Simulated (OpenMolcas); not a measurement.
# neutral lead: thermal populations, worked from levels

```yaml
Program: OpenMolcas
Basis: ANO-RCC-VQZP [9s8p6d4f3g]
Scalar_Hamiltonian: DKH2, point nucleus
Active_space: 4 electrons in 4 orbitals (6s 6p)
State_averaging: 2S+1 = 3 even, 3 roots; 2S+1 = 1 even, 6 roots; 2S+1 = 5 odd, 1 root
Spin-orbit_coupling: state interaction with AMFI integrals over the reference wave functions, term energies averaged over their components
```

Methods: CASSCF; SS-CASPT2, IPEA 0.25 Eh, imaginary shift 0.1 Eh (closed shells correlated: 5d). Measured levels: NIST Handbook of Basic Atomic Spectroscopic Data.

**Thermal populations.** Z = Σ (2J + 1) exp(-E/kT) with k = 0.695035 cm-1/K, over the levels below. No other level of either list lies under 34900 cm-1, which is above 7 kT at each temperature.

```csv
Level,2J + 1,SS-CASPT2,measured
6s2 6p2 3P0,1,0.0,0.0
6s2 6p2 3P1,3,6830,7819
6s2 6p2 3P2 [59 %],5,9560,10650
6s2 6p2 1D2 [59 %],5,18830,21458
6s2 6p2 1S0,1,27480,29467
```

```json
{"T (K)": "3000", "Z, SS-CASPT2": "1.165", "Z, measured levels": "1.101", "Ground level (%), SS-CASPT2": "85.8", "Ground level (%), measured levels": "90.8"}
{"T (K)": "5000", "Z, SS-CASPT2": "1.762", "Z, measured levels": "1.560", "Ground level (%), SS-CASPT2": "56.7", "Ground level (%), measured levels": "64.1"}
```

At 5000 K, kT = 3475 cm-1, and the computed levels give Z = 1.000 + 0.420 + 0.319 + 0.022 + 0.000 = 1.762.

Term energies are means over components that CASPT2 splits; among the terms shown or strongly mixed into the levels shown the widest spread is 330 cm-1 (6s2 6p2 1D, SS-CASPT2). Spin-orbit splittings of 6p shells tend to come out small when the coupling is added on scalar orbitals. Computed and measured levels are paired by configuration, term and J; levels that our copy of the source lacks, or whose pairing is in doubt (as where it misses far off the trend of its configuration), stay unpaired and out of the deviations. Where the source uses jj or jK labels, the order within each J decides. Only configurations of the active space appear.

A share in square brackets marks a mixed level and gives the weight of the term that names it, the lowest over the columns.
